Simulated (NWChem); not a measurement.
CH4SSi, singlet; SMILES C[Si]S

Computed with NWChem. Low-valent species are run as closed-shell singlets; no triplet was tried in these runs. Level Hartree-Fock/def2-SVP: optimisations from one semi-empirical or force-field start; each run changes one setting, and all end within 0.3 mHa of each other. One conformer.

```csv
setting,optimisation steps
"redundant internal coordinates, default thresholds",6
trust radius 0.05,6
no line search,6
loose thresholds,3
```
